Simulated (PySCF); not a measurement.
CF3CH2CF3, C3H2F6.
Structure used (PBE0-D3(BJ)/def2-SVP), in Å, numbered top down from 1:
```
atom  x, y, z in Å
F1    -2.0697    0.8873    0.8499
C2    -1.2375   -0.0482    0.3859
F3    -1.1305   -0.9943    1.3164
F4    -1.8012   -0.5949   -0.6888
C5     0.0996    0.5820    0.0646
C6     1.1633   -0.3656   -0.4435
F7     0.7888   -0.9817   -1.5633
F8     1.4672   -1.3000    0.4549
F9     2.2770    0.3213   -0.7085
H10    0.4788    1.0647    0.9751
H11   -0.0599    1.3581   -0.6958
```

Computed with PySCF at PBE0/pcSseg-1, non-relativistic, on one gas-phase PBE0-D3(BJ)/def2-SVP geometry that isn't relaxed in the solvent. The solvent is an IEF-PCM continuum (Bondi radii, 1.10 Å for H, scaled by 1.2). Specific hydrogen bonds and non-electrostatic terms are outside this model.

```csv
run,E − E(gas) (kJ/mol),HOMO (eV),HOMO–LUMO gap (eV),dipole (D)
gas,0.00,-11.25,12.56,1.97
P,-14.68,-11.05,12.94,2.39
Q,-17.22,-11.02,13.00,2.46
R,-12.22,-11.08,12.88,2.31
```

Problem. The runs were made in chloroform, dichloromethane and dimethylsulfoxide. Which run belongs to which solvent?

Solution. P = dichloromethane, Q = dimethylsulfoxide, R = chloroform. The dielectric constants are 4.711 (chloroform), 8.93 (dichloromethane), 46.83 (dimethylsulfoxide), and the energy falls further as ε rises. In this model the ground state sees the solvent through ε alone.

Problem. How constant is the ratio of the lowering to (ε − 1)/(2ε + 1)?

Solution. 
| solvent | (ε − 1)/(2ε + 1) | E − E(gas) (kJ/mol) | ratio (kJ/mol) | polarisation term (kJ/mol) |
| --- | --- | --- | --- | --- |
| chloroform | 0.356 | -12.22 | -34.3 | -13.36 |
| dichloromethane | 0.420 | -14.68 | -34.9 | -16.33 |
| dimethylsulfoxide | 0.484 | -17.22 | -35.6 | -19.50 |

The ratio changes by +3.6 % in size from chloroform to dimethylsulfoxide. The polarisation term is half the interaction of the solute with the induced surface charges.
